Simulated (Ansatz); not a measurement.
## A barrier at the coupled-cluster level

Start structure (GaH₂ClO₂, singlet), relaxed at PBE0-D4/def2-TZVP:

```xyz
6
angstrom
Ga -0.2104 0.2044 -0.1639
O 0.9294 0.0503 1.1845
O -0.5152 -1.1816 -1.2145
H -0.0094 -1.9571 -0.9576
Cl -1.2236 2.0287 -0.5468
H 1.0292 0.8553 1.6982
```

The step: GaH₂ClO₂ ([OH][Ga]([OH])[Cl]) → GaClO + H₂O (still joined by a long Ga–O bond); bonds formed: O2–H4; bonds broken: O3–H4; bonds weakened to dative contacts: Ga1–O2. Program: Ansatz 0.2.0. Basis: def2-TZVPP and def2-QZVPP. Cores are frozen in the correlated methods. Filled d shells of the heavier atoms are correlated. The def2 sets are not built for correlating such inner shells, so the correlated values are less sure here. Extrapolation: Hartree–Fock as exp(−7.88 √X), correlation as X^−2.97. Energies below are by CCSD(T) at an estimated basis limit (MP2 extrapolated from triple and quadruple zeta, plus CCSD(T) − MP2 in triple zeta).

Q: What are the electronic barrier and the energy of the step, from the start structure to the end structure? (Judge from chemistry; the value comes from the calculation.)

A: The calculation gives: Barrier 2.280 eV; step energy 2.144 eV (uphill); reverse barrier, their difference, 0.137 eV. Barrier and step energy count from the start structure, the reverse barrier from the end structure.

The saddle point: One imaginary mode of 638i cm⁻¹.
```json
{"pair": "O2–H4", "start (Å)": "3.08", "saddle (Å)": "1.10", "end (Å)": "0.98"}
{"pair": "Ga1–O2", "start (Å)": "1.77", "saddle (Å)": "2.03", "end (Å)": "2.15"}
{"pair": "O3–H4", "start (Å)": "0.96", "saddle (Å)": "1.48", "end (Å)": "2.09"}
```

Zero-point energy (harmonic, PBE0-D4): ZPE is 0.780 eV at the start and 0.703 eV at the saddle, so the barrier goes from 2.280 to 2.203 eV.

First-order rate constant out of the start structure at 298 K by transition-state theory, with harmonic vibrational free energies alone and no tunnelling: ΔA‡ = 2.217 eV, so k = (kB T/h) exp(−ΔA‡/kB T) ≈ 10^-25 s⁻¹ (an order of magnitude at best: rotation, the number of equivalent paths and anharmonicity are left out).

T1 diagnostic: at most 0.021.

Labels in which every atom is bracketed show which atoms are joined, not bond orders.

For scale, one of the runs: CCSD(T)/def2-TZVPP, 180 basis functions, launched by `ansatz run in.yaml --threads 4 --pin off --events-out ev --progress --plain --max-ram 9574MiB`. The run took 100 s on 4 CPU threads of an AMD EPYC (shared host), with 1.8 GiB of host memory at its peak.
